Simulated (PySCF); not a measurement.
C₂H₄BF₃O, SMILES COBC(F)(F)F. Atoms are numbered in the order given.

```xyz
11

B     -0.2183    -0.2729     1.1539
C      0.6073     0.5037     0.0000
F     -0.1804     1.3856    -0.6511
F      1.0803    -0.3535    -0.9266
F      1.6523     1.1868     0.4700
H      0.0688    -0.1252     2.3154
O     -1.2267    -1.0873     0.8554
C     -1.7076    -1.3917    -0.4395
H     -1.1768    -2.2705    -0.8337
H     -2.7754    -1.6325    -0.3525
H     -1.5805    -0.5506    -1.1353
```
Charge 0, spin multiplicity 1.

Geometry: PBE0-D3(BJ)/def2-SVP. The values are those of a single conformer.

The numbers are results of PySCF 2.14.0 with PBE0-D3(BJ)/def2-SVP, not measurements.

Harmonic, unscaled wavenumbers; measured fundamentals usually lie a few per cent lower.

```csv
mode,ν (cm⁻¹),IR (km/mol),moving atoms (share of kinetic energy)
1,54,1.5,"F 37 %, H 32 %, C 20 %, B 10 %"
2,72,1.1,"H 82 %, F 9 %"
3,169,5.4,"F 49 %, C 29 %, H 15 %"
4,200,8.7,"F 53 %, O 35 %"
5,276,2.2,"F 41 %, C 31 %, H 16 %, O 12 %"
6,348,1.5,"H 40 %, B 22 %, O 17 %, F 16 %"
7,433,0.2,"O 43 %, F 38 %, B 12 %"
8,526,4.5,"F 79 %, B 9 %"
9,530,3.1,F 89 %
10,680,39.6,"F 48 %, B 27 %, O 9 %, C 9 %"
11,817,12.0,"F 62 %, B 27 %, H 9 %"
12,853,45.3,"H 49 %, B 43 %"
13,961,16.6,"H 38 %, C 37 %, B 13 %, O 12 %"
14,1138,111.5,"H 50 %, C 17 %, O 16 %, B 11 %"
15,1150,221.6,"C 69 %, F 25 %"
16,1182,11.0,"H 71 %, C 22 %"
17,1194,42.7,"H 68 %, C 23 %"
18,1222,182.1,"C 71 %, F 19 %"
19,1318,211.1,"C 59 %, O 15 %, F 12 %"
20,1452,42.0,"H 69 %, C 19 %, B 8 %"
21,1466,8.4,H 96 %
22,1486,17.0,H 94 %
23,1555,143.3,"B 42 %, O 29 %, H 21 %"
24,2660,121.1,"H 90 %, B 9 %"
25,3070,28.3,H 97 %
26,3176,8.8,"H 90 %, C 10 %"
27,3186,7.7,"H 90 %, C 10 %"
```
